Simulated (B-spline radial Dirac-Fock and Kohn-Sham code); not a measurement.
# The L2-M45M45 Auger spectrum of Eu²⁺

System: europium as Eu²⁺ in the configuration 1s2 2s2 2p6 3s2 3p6 3d10 4s2 4p6 4d10 4f7 5s2 5p6.

Level of theory: Dirac-Fock ΔSCF + Breit + QED; a radial B-spline solver. The two-hole levels come from diagonalising the Coulomb interaction among the jj configurations; intensities are independent-particle Coulomb rates. Kinetic energies are from the vacuum level. Correlation and solid-state effects are left out. Open outer shells are spectators and are not coupled to the holes.

| kinetic energy (eV) | J | leading jj holes (weight) | leading LS term (weight) | intensity (%) |
| --- | --- | --- | --- | --- |
| 5202.1 | 0 | M4M4 (0.95) | ¹S0 (0.62) | 2.3 |
| 5222.1 | 2 | M4M4 (0.97) | ³F2 (0.52) | 16.6 |
| 5242.2 | 4 | M4M5 (0.98) | ¹G4 (0.90) | 68.3 |
| 5243.6 | 1 | M4M5 (1.00) | ³P1 (1.00) | 1.1 |
| 5247.4 | 2 | M4M5 (0.97) | ³P2 (0.52) | 1.4 |
| 5254.7 | 3 | M4M5 (1.00) | ³F3 (1.00) | 8.4 |
| 5260.0 | 0 | M5M5 (0.95) | ³P0 (0.62) | 0.1 |
| 5274.2 | 2 | M5M5 (0.99) | ¹D2 (0.50) | 1.5 |
| 5281.3 | 4 | M5M5 (0.98) | ³F4 (0.90) | 0.2 |

The strongest line, by its leading LS label ¹G4, lies at 5242.2 eV. The mean weight of the leading component is 0.98 in jj and 0.73 in LS coupling, so jj labels describe these levels better.

Values without a named source are computed, but for edge energies of neutral atoms, which are taken from tables.
